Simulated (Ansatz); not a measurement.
C2H3BFNO can be A, `FCB1N=CO1`, or B, `NC1=C(O)B1F`.

Computed with Ansatz on PBE0-D4/def2-TZVP structures; ΔE is electronic, products minus reactants. CCSD(T)/CBS is the MP2 limit (def2-TZVPP, def2-QZVPP) plus CCSD(T) − MP2 in def2-TZVPP, frozen cores. DFT in def2-TZVPP. B3LYP here is the variant with VWN-RPA as its local correlation; programs differ in this. One conformer a species, not always the lowest.

(1) Which isomer does CCSD(T)/CBS put lower? Give the gap. (Estimate.)

(2) Give E(B) − E(A) in kcal/mol with ωB97M-V, B3LYP-D4, PBE-D4, PBE0-D4, CCSD/def2-TZVPP, B2PLYP, B3LYP. (Best estimate.)

Largest T1 diagnostic: 0.014.

Results:

(1) Computed: B, by 12.4 kcal/mol.

(2) Ansatz gave: ωB97M-V -12.6, B3LYP-D4 -15.1, PBE-D4 -17.1, PBE0-D4 -17.0, CCSD/def2-TZVPP -11.0, B2PLYP -13.7, B3LYP -15.1. None reverses the order clearly.

In def2-TZVPP, CCSD(T) changes the Hartree–Fock value by −1.2 kcal/mol (the triples alone add +0.2 kcal/mol) and MP2 by −4.4 kcal/mol.
